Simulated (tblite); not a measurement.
A tight-binding relaxation on `CO/C=[CH]/[GeH2][CH3]`.

Computed with GFN2-xTB geometry optimisation, gas phase (tblite 0.8.0). Start geometry: from a force field or distance geometry. The command runs a driver script over a list of jobs; the input below is this job's line of settings and its coordinates in Å.

Command:
```bash
OMP_NUM_THREADS=1 python probes_run.py task.json out
```

Input:
```
{"job": {"kind": "relax", "xc": "GFN2-xTB", "basis": "xTB"}, "charge": 0, "multiplicity": 1}
C      3.082500     0.089500     0.347800
O      2.057300     0.772200    -0.414300
C      0.727700     0.641800    -0.071200
C      0.245100    -0.600100    -0.011400
Ge    -1.607600    -0.891200     0.455300
C     -2.712200     0.638100    -0.005800
H      4.050100     0.327900    -0.082100
H      2.943700     0.443200     1.393600
H      2.868900    -0.999100     0.295500
H      0.079500     1.497300     0.119100
H      0.924500    -1.430000    -0.204100
H     -2.077600    -2.164200    -0.333700
H     -1.749900    -1.063000     1.992600
H     -3.508700     0.740400     0.777300
H     -2.136300     1.581300    -0.048300
H     -3.194800     0.424800    -0.954200
```

What does the run print?

```
step      E/eV     max force
  0    -532.77514    1.956
  1    -532.93834    1.090
  2    -533.05236    0.908
  3    -533.10738    0.595
  4    -533.13798    0.353
  5    -533.15580    0.396
  6    -533.18180    0.541
  7    -533.20114    0.420
  8    -533.21206    0.291
  9    -533.21948    0.283
... (99 lines left out)
109    -533.48214    0.057
110    -533.48228    0.028
111    -533.48240    0.021
112    -533.48255    0.021
113    -533.48262    0.014
114    -533.48266    0.016
115    -533.48268    0.016
116    -533.48271    0.013
117    -533.48273    0.012
118    -533.48275    0.010
```

«max force» is the largest atomic force in eV/Å.

From which step on does the largest force stay under 0.1 eV/Å, and how much energy is left to gain from there?

From step 79 (0.093 eV/Å), 7.0 meV above the end.

In short: energy lowered by 16.3 kcal/mol over 118 steps; largest atomic force 0.010 eV/Å at the end.

Give the final coordinates.

0.527 Å rms from the input after alignment:
```
atom  x, y, z in Å
C1     3.0414    0.0640    0.1362
O2     2.0391    0.9696   -0.2600
C3     0.7517    0.5970   -0.0842
C4     0.2672   -0.5334    0.4208
Ge5   -1.6329   -0.8707    0.5894
C6    -2.7192    0.6508   -0.0154
H7     3.9906    0.5499   -0.0820
H8     2.9775   -0.1524    1.2075
H9     2.9710   -0.8739   -0.4240
H10    0.1009    1.3898   -0.4298
H11    0.9415   -1.3071    0.7583
H12   -1.9918   -2.1160   -0.1829
H13   -1.9497   -1.2079    2.0247
H14   -3.7791    0.4400    0.0943
H15   -2.4910    1.5406    0.5657
H16   -2.5247    0.8685   -1.0624
```

Estimate the wall time. Hardware: one thread, Intel Xeon at 2.50 GHz (x86_64), no GPU (shared host).

About 2.1 s.
Labels such as C1 count atoms from 1, the log's own numbers from 0.
